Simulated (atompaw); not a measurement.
**Cu (Z = 29) PAW (atompaw): all-electron and pseudo phase curves**

```json
{"Element": "copper", "Generator": "atompaw 4.2.0.5", "Type": "PAW", "Functional": "PBEsol", "Relativity": "scalar-relativistic", "Frozen core": "[Ar]", "Valence charge": "11", "Reference configuration": "3d8 4s0 4p0 (charge +3)", "Partial waves": "4s (bound, empty): rc 2.15 bohr; 4s channel at -1.55 Ry: rc 2.15 bohr; 4p (bound, empty): rc 2.15 bohr; 4p channel at 1 Ry: rc 2.15 bohr; 3d (bound): rc 1.15 bohr; 3d channel at -3.3 Ry: rc 1.15 bohr", "Local potential": "troulliermartins scheme with l = 3 at 0 Ry, radius 2.00 bohr", "Core correction": "smooth core density matched at 1.65 bohr", "Augmentation charge": "sinc compensation charge, radius 1.95 bohr; PAW radius 2.15 bohr; waves and projectors: custom rrkj vanderbiltortho"}
```

The phase is arctan(r·u′/u) with u = r·R(r), unwrapped; energies in Ry, scanned from -6 to 5 Ry. A pole is an energy at which the radial function vanishes at the test radius. The pseudo phase is shifted by a multiple of π to meet the all-electron one at the reference energy, and phase errors are pseudo minus all-electron; the curves can meet again beyond the range given. Levels narrower than the energy grid can be missing from the lists of poles.

```csv
channel,radius (bohr),reference energy (Ry),"poles, all-electron","poles, pseudo",unbroken range about the reference energy with phases within 0.05 rad,phase error 1 Ry above the reference energy (rad)
s,2.16,-2.52,-0.08,"-0.09, 1.36",below 1.1,-0.000
p,2.16,-1.89,1.24,1.24,below 4.5,-0.000
d,2.16,-3.59,"-3.47, 3.43","-3.47, 3.62",the whole range,+0.000
```

Phases in the s channel:

```json
{"E (Ry)": "-6.00", "all-electron": "1.281", "pseudo": "1.280"}
{"E (Ry)": "-5.76", "all-electron": "1.266", "pseudo": "1.265"}
{"E (Ry)": "-5.52", "all-electron": "1.249", "pseudo": "1.248"}
{"E (Ry)": "-5.28", "all-electron": "1.229", "pseudo": "1.228"}
{"E (Ry)": "-5.04", "all-electron": "1.205", "pseudo": "1.204"}
{"E (Ry)": "-4.80", "all-electron": "1.176", "pseudo": "1.175"}
{"E (Ry)": "-4.56", "all-electron": "1.140", "pseudo": "1.139"}
{"E (Ry)": "-4.32", "all-electron": "1.094", "pseudo": "1.093"}
{"E (Ry)": "-4.08", "all-electron": "1.033", "pseudo": "1.032"}
{"E (Ry)": "-3.84", "all-electron": "0.949", "pseudo": "0.949"}
{"E (Ry)": "-3.60", "all-electron": "0.829", "pseudo": "0.829"}
{"E (Ry)": "-3.36", "all-electron": "0.647", "pseudo": "0.647"}
{"E (Ry)": "-3.12", "all-electron": "0.365", "pseudo": "0.364"}
{"E (Ry)": "-2.88", "all-electron": "-0.039", "pseudo": "-0.040"}
{"E (Ry)": "-2.64", "all-electron": "-0.480", "pseudo": "-0.480"}
{"E (Ry)": "-2.40", "all-electron": "-0.824", "pseudo": "-0.824"}
{"E (Ry)": "-2.16", "all-electron": "-1.050", "pseudo": "-1.050"}
{"E (Ry)": "-1.92", "all-electron": "-1.198", "pseudo": "-1.198"}
{"E (Ry)": "-1.68", "all-electron": "-1.298", "pseudo": "-1.298"}
{"E (Ry)": "-1.44", "all-electron": "-1.370", "pseudo": "-1.370"}
{"E (Ry)": "-1.20", "all-electron": "-1.424", "pseudo": "-1.424"}
{"E (Ry)": "-0.96", "all-electron": "-1.467", "pseudo": "-1.467"}
{"E (Ry)": "-0.72", "all-electron": "-1.502", "pseudo": "-1.502"}
{"E (Ry)": "-0.48", "all-electron": "-1.531", "pseudo": "-1.531"}
{"E (Ry)": "-0.24", "all-electron": "-1.556", "pseudo": "-1.557"}
{"E (Ry)": "0.00", "all-electron": "-1.578", "pseudo": "-1.579"}
{"E (Ry)": "0.24", "all-electron": "-1.598", "pseudo": "-1.601"}
{"E (Ry)": "0.48", "all-electron": "-1.617", "pseudo": "-1.621"}
{"E (Ry)": "0.72", "all-electron": "-1.635", "pseudo": "-1.643"}
{"E (Ry)": "0.96", "all-electron": "-1.652", "pseudo": "-1.673"}
{"E (Ry)": "1.20", "all-electron": "-1.668", "pseudo": "-1.804"}
{"E (Ry)": "1.44", "all-electron": "-1.685", "pseudo": "-4.764"}
{"E (Ry)": "1.68", "all-electron": "-1.702", "pseudo": "-4.808"}
{"E (Ry)": "1.92", "all-electron": "-1.720", "pseudo": "-4.832"}
{"E (Ry)": "2.16", "all-electron": "-1.739", "pseudo": "-4.852"}
{"E (Ry)": "2.40", "all-electron": "-1.760", "pseudo": "-4.872"}
{"E (Ry)": "2.64", "all-electron": "-1.783", "pseudo": "-4.892"}
{"E (Ry)": "2.88", "all-electron": "-1.809", "pseudo": "-4.914"}
{"E (Ry)": "3.12", "all-electron": "-1.838", "pseudo": "-4.938"}
{"E (Ry)": "3.36", "all-electron": "-1.873", "pseudo": "-4.965"}
{"E (Ry)": "3.60", "all-electron": "-1.916", "pseudo": "-4.997"}
{"E (Ry)": "3.84", "all-electron": "-1.969", "pseudo": "-5.034"}
{"E (Ry)": "4.08", "all-electron": "-2.038", "pseudo": "-5.080"}
{"E (Ry)": "4.32", "all-electron": "-2.131", "pseudo": "-5.137"}
{"E (Ry)": "4.56", "all-electron": "-2.260", "pseudo": "-5.213"}
{"E (Ry)": "4.80", "all-electron": "-2.447", "pseudo": "-5.315"}
```
